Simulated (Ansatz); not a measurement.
A single point on `CC#[N+][Al-]([CH3])([CH3])[Cl]`.

```yaml
crystal:
  periodic: [false, false, false]
  atoms:
    - {symbol: C, position_ang: [2.264025, -0.152993, 2.465913]}
    - {symbol: C, position_ang: [1.328672, -0.000804, 1.379898]}
    - {symbol: N, position_ang: [0.591548, 0.128381, 0.516251]}
    - {symbol: Al, position_ang: [-0.649451, 0.489890, -1.054126]}
    - {symbol: C, position_ang: [-0.224320, -1.006341, -2.244414]}
    - {symbol: C, position_ang: [-2.385242, 0.637373, -0.158877]}
    - {symbol: Cl, position_ang: [0.217877, 2.375818, -1.642447]}
    - {symbol: H, position_ang: [2.291185, -1.195598, 2.786372]}
    - {symbol: H, position_ang: [3.258545, 0.149490, 2.133643]}
    - {symbol: H, position_ang: [1.957379, 0.475426, 3.303645]}
    - {symbol: H, position_ang: [-0.475793, -1.973609, -1.796227]}
    - {symbol: H, position_ang: [-0.789964, -0.931260, -3.178885]}
    - {symbol: H, position_ang: [0.835456, -1.027854, -2.515661]}
    - {symbol: H, position_ang: [-3.173342, 0.881814, -0.878582]}
    - {symbol: H, position_ang: [-2.677754, -0.298827, 0.328671]}
    - {symbol: H, position_ang: [-2.391719, 1.426395, 0.599128]}
basis:
  gaussian: {orbitals: def2-TZVPP}
correlation: {method: mp2}
```

```sh
$ ansatz run in.yaml --threads 4 --pin off --events-out ev --progress --plain --max-ram 11315MiB
```

Shortened log:

```
Functional definition: HF
2128 factors; integrals over basis functions are off by at most 1.1e-3 eV
mean field evaluation 1: about -24832.3221 eV, gradient 4.8e1 eV
mean field evaluation 2: about -24832.6080 eV, gradient 4.8e1 eV
mean field evaluation 4: about -24838.3156 eV, gradient 7.5e0 eV
mean field evaluation 8: about -24838.4778 eV, gradient 4.1e-1 eV
mean field -24838.47854630 eV, -912.7972504509 hartree, gradient 1.3e-6 eV, S^2 0.000000; 0 other end points of the search recorded, 0 dependent functions left out
15 core orbitals not correlated: weight in the atoms' cores, before any rotation towards them, 1.000 or more for the frozen orbitals, at most 0.000 for the correlated occupied ones
reference -24838.47854630 eV, -912.7972504509 hartree; 20, 20 occupied and 330, 330 virtual orbitals, 2128 factors
second order -31.13145497 eV of doubles, -0.00000000 eV of singles
Total energy: -24869.61000127 eV, -913.9413103195 hartree
```

It took 11 s on 4 threads of an Arm Neoverse V1 on a shared host, with 1.2 GiB of host memory at the peak.
